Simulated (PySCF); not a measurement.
Species: C₄H₁₁B.
Geometry (GFN2-xTB, Å), atoms numbered from 1 in this order:
```xyz
16
C4H11B angstrom
B     -0.898    1.229    0.740
C     -0.009    0.100    0.077
C     -1.004   -0.661   -0.828
C      1.127    0.636   -0.804
C      0.584   -0.894    1.083
H     -1.459    1.022    1.744
H     -1.055    2.250    0.194
H     -0.490   -1.477   -1.334
H     -1.820   -1.079   -0.242
H     -1.426    0.000   -1.582
H      1.848    1.185   -0.201
H      0.742    1.306   -1.568
H      1.649   -0.183   -1.297
H      1.108   -1.698    0.568
H     -0.196   -1.334    1.699
H      1.293   -0.393    1.740
```

The closed-shell SCF was solved with PySCF and density fitting under several settings on one GFN2-xTB geometry (grid level 2 and gas phase unless stated).

```csv
settings,basis functions,SCF cycles,E (Eh),HOMO (eV),LUMO (eV),dipole (D)
PBE0/6-31++G**,156,12,-183.6457,-8.17,-1.34,0.47
"revPBE/pcseg-1, IEF-PCM chloroform",125,14,-183.7682,-6.78,-2.11,0.65
```

Estimate the rows for these settings: (1) B97-D/6-31++G**; (2) WP04/ANO-RCC-VDZP; (3) PBE0/pcSseg-1.

```
         settings  basis functions  SCF cycles     E (Eh)  HOMO (eV)  LUMO (eV)  dipole (D)
  B97-D/6-31++G**              156          13  -183.7391      -6.85      -2.10        0.51
WP04/ANO-RCC-VDZP              125          14  -189.0667      -9.30      -2.88        0.42
    PBE0/pcSseg-1              140          12  -183.6059      -8.25      -1.31        0.46
```

Over all rows, what range does the HOMO–LUMO gap span?

From 4.67 eV (revPBE/pcseg-1, IEF-PCM chloroform) to 6.94 eV (PBE0/pcSseg-1). The functional of the narrowest has no exact exchange, that of the widest 25 % exact exchange.

And the dipole moment?

From 0.42 D (WP04/ANO-RCC-VDZP) to 0.65 D (revPBE/pcseg-1, IEF-PCM chloroform); the largest is 1.55 times the smallest, and the median is 0.47 D.

Compare two rows with the functional PBE0: PBE0/6-31++G** and PBE0/pcSseg-1. Which energy is lower, and by how much?

PBE0/6-31++G** (156 functions) lies 0.0398 Eh or 25 kcal/mol below PBE0/pcSseg-1 (140 functions).

Whole jobs, the steps after the SCF included, on an AMD EPYC with one thread (shared host):

```
                          settings                                                            work after the SCF  wall time  peak memory
                    PBE0/6-31++G**  spin–spin couplings from 16 perturbed nuclei, spin–dipole term for 1 of them       46 s     0.77 GiB
revPBE/pcseg-1, IEF-PCM chloroform  spin–spin couplings from 16 perturbed nuclei, spin–dipole term for 1 of them       26 s     0.57 GiB
                   B97-D/6-31++G**    shieldings, charges and field gradients, density and orbital grids written       90 s     0.67 GiB
                 WP04/ANO-RCC-VDZP                                                                    shieldings       64 s     0.70 GiB
                     PBE0/pcSseg-1                                       shieldings, charges and field gradients       35 s     0.74 GiB
```

B97-D ran without the empirical dispersion term, which would shift the total energy alone. Cycle counts include a coarse-grid stage where the run had one. All basis functions are spherical, in the Pople sets too. WP04 was designed for NMR shieldings or shifts; total energies of different functionals aren't comparable. ANO-RCC sets were contracted for a scalar-relativistic Hamiltonian, but ran non-relativistically here. The species at its GFN2-xTB geometry.
